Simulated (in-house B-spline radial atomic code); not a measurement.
Relativistic effects in Sr3+, [Ar] 3d10 4s2 4p5: non-relativistic Hartree-Fock (point nucleus) against Dirac-Hartree-Fock (Fermi nucleus of rms radius 4.224 fm), both averages of the configuration, computed with a B-spline radial code for spherical atoms.

```json
{"orbital": "1s1/2", "ε NR (Eh)": "-584.79", "ε Dirac (Eh)": "?", "<r> NR (bohr)": "0.04017", "<r> Dirac (bohr)": "?", "change of <r> (%)": "?"}
{"orbital": "2s1/2", "ε NR (Eh)": "-81.486", "ε Dirac (Eh)": "-84.25", "<r> NR (bohr)": "0.1765", "<r> Dirac (bohr)": "0.1717", "change of <r> (%)": "-2.7"}
{"orbital": "2p1/2", "ε NR (Eh)": "-74.092", "ε Dirac (Eh)": "-76.482", "<r> NR (bohr)": "0.1523", "<r> Dirac (bohr)": "0.1475", "change of <r> (%)": "-3.1"}
{"orbital": "2p3/2", "ε NR (Eh)": "-74.092", "ε Dirac (Eh)": "-73.948", "<r> NR (bohr)": "0.1523", "<r> Dirac (bohr)": "0.1517", "change of <r> (%)": "-0.4"}
{"orbital": "3s1/2", "ε NR (Eh)": "-14.556", "ε Dirac (Eh)": "?", "<r> NR (bohr)": "0.4995", "<r> Dirac (bohr)": "?", "change of <r> (%)": "?"}
{"orbital": "3p1/2", "ε NR (Eh)": "-11.781", "ε Dirac (Eh)": "-12.169", "<r> NR (bohr)": "0.5007", "<r> Dirac (bohr)": "0.4894", "change of <r> (%)": "-2.3"}
{"orbital": "3p3/2", "ε NR (Eh)": "-11.781", "ε Dirac (Eh)": "-11.763", "<r> NR (bohr)": "0.5007", "<r> Dirac (bohr)": "0.4992", "change of <r> (%)": "-0.3"}
{"orbital": "3d3/2", "ε NR (Eh)": "-6.7775", "ε Dirac (Eh)": "-6.7213", "<r> NR (bohr)": "0.4942", "<r> Dirac (bohr)": "0.4935", "change of <r> (%)": "-0.1"}
{"orbital": "3d5/2", "ε NR (Eh)": "-6.7775", "ε Dirac (Eh)": "-6.6508", "<r> NR (bohr)": "0.4942", "<r> Dirac (bohr)": "0.497", "change of <r> (%)": "+0.6"}
{"orbital": "4s1/2", "ε NR (Eh)": "-2.8612", "ε Dirac (Eh)": "-2.9252", "<r> NR (bohr)": "1.362", "<r> Dirac (bohr)": "1.338", "change of <r> (%)": "-1.8"}
{"orbital": "4p1/2", "ε NR (Eh)": "-2.0853", "ε Dirac (Eh)": "-2.1247", "<r> NR (bohr)": "1.508", "<r> Dirac (bohr)": "1.483", "change of <r> (%)": "-1.7"}
{"orbital": "4p3/2", "ε NR (Eh)": "-2.0853", "ε Dirac (Eh)": "-2.0754", "<r> NR (bohr)": "1.508", "<r> Dirac (bohr)": "1.508", "change of <r> (%)": "0.0"}
```

**Question.** What happens to 3s1/2?

**Answer.** Its energy goes to -15.051 hartree and <r> to 0.4886 bohr (-2.20 %).

**Question.** What happens to 1s1/2?

**Answer.** Its energy goes to -596.74 hartree and <r> to 0.03915 bohr (-2.56 %).

**Question.** What explains the pattern of contraction and expansion?

**Answer.** Expansion is seen in 3d5/2. The s and p1/2 orbitals contract directly, screen the nucleus better, and so push out orbitals that have little density near the nucleus; spin-orbit coupling adds to this for j = l + 1/2 and opposes it for j = l - 1/2.

**Question.** By how much does the total energy change?

**Answer.** By -46.523 hartree, from -3129.447 to -3175.971.
